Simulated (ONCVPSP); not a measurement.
## Scattering properties, ONCV potential for rhodium

```
Element                 : Rh
Generator               : ONCVPSP 4.0.1
Type                    : optimised norm-conserving Vanderbilt (ONCV)
Functional              : PBE
Relativity              : scalar-relativistic
Frozen core             : [Kr]
Valence charge          : 9
Reference configuration : 4d8 5s0.75 (charge +0.25)
Partial waves           : 5s: rc 2.60 bohr, ncon 3, nbas 7, qcut 2.7 1/bohr, 2 projectors, debl 3.8 Ha; p scattering state at 0.45 Ha: rc 2.25 bohr, ncon 3, nbas 7, qcut 3.9 1/bohr, 3 projectors, debl 1.9 Ha; 4d: rc 2.00 bohr, ncon 4, nbas 7, qcut 8.8 1/bohr, 3 projectors, debl 2.1 Ha; f scattering state at 0.07 Ha: rc 2.75 bohr, ncon 5, nbas 9, qcut 4.1 1/bohr, 1 projector
Local potential         : polynomial inside 1.35 bohr (lpopt 5, dvloc0 4 Ha)
Core correction         : none
```

The phase is arctan(r·R′/R) of the radial function R(r), unwrapped; energies in Ha, scanned from -2 to 5 Ha. A pole is an energy at which the radial function vanishes at the test radius. The pseudo phase is shifted by a multiple of π to meet the all-electron one at the reference energy, and phase errors are pseudo minus all-electron; the curves can meet again beyond the range given. Levels narrower than the energy grid can be missing from the lists of poles. Where the grid stepped over a known ghost or core level, its pole and its step of π were put in at the level’s energy.

```csv
channel,radius (bohr),reference energy (Ha),"poles, all-electron","poles, pseudo",unbroken range about the reference energy with phases within 0.05 rad,phase error 1 Ha above the reference energy (rad)
s,2.64,-0.21,0.93,"0.83, 1.79",below 1.2,-0.020
p,2.28,0.45,"-1.92, -1.86, 2.58",2.58,above -1.6,+0.000
d,2.03,-0.28,0.21,0.21,the whole range,-0.000
f,2.80,0.07,"1.47, 3.63","1.61, 4.83",below 1.4,+0.029
```

Note: ghosts flagged at negative energy: p at -57.8 eV (a further GHOST(-) flag falls on a real empty level of the atom); GHOST(+) flagged for s at 47.0 eV. A true bound ghost makes a file unfit for plane-wave use.

Phases in the p channel:

| E (Ha) | all-electron | pseudo |
| --- | --- | --- |
| -1.98 | 2.398 | -1.683 |
| -1.80 | -1.655 | -1.768 |
| -1.62 | -1.772 | -1.816 |
| -1.44 | -1.832 | -1.855 |
| -1.26 | -1.880 | -1.894 |
| -1.08 | -1.928 | -1.938 |
| -0.90 | -1.982 | -1.990 |
| -0.72 | -2.051 | -2.056 |
| -0.54 | -2.142 | -2.147 |
| -0.36 | -2.273 | -2.277 |
| -0.18 | -2.472 | -2.475 |
| 0.00 | -2.780 | -2.782 |
| 0.18 | -3.209 | -3.210 |
| 0.36 | -3.649 | -3.649 |
| 0.54 | -3.974 | -3.974 |
| 0.72 | -4.184 | -4.184 |
| 0.90 | -4.321 | -4.321 |
| 1.08 | -4.415 | -4.415 |
| 1.26 | -4.483 | -4.483 |
| 1.44 | -4.534 | -4.534 |
| 1.62 | -4.575 | -4.575 |
| 1.80 | -4.609 | -4.609 |
| 1.98 | -4.638 | -4.638 |
| 2.16 | -4.663 | -4.663 |
| 2.34 | -4.685 | -4.685 |
| 2.52 | -4.706 | -4.706 |
| 2.70 | -4.726 | -4.726 |
| 2.88 | -4.745 | -4.745 |
| 3.06 | -4.764 | -4.764 |
| 3.24 | -4.784 | -4.784 |
| 3.42 | -4.805 | -4.805 |
| 3.60 | -4.829 | -4.829 |
| 3.78 | -4.855 | -4.855 |
| 3.96 | -4.887 | -4.887 |
| 4.14 | -4.926 | -4.926 |
| 4.32 | -4.977 | -4.978 |
| 4.50 | -5.050 | -5.050 |
| 4.68 | -5.159 | -5.161 |
| 4.86 | -5.345 | -5.350 |
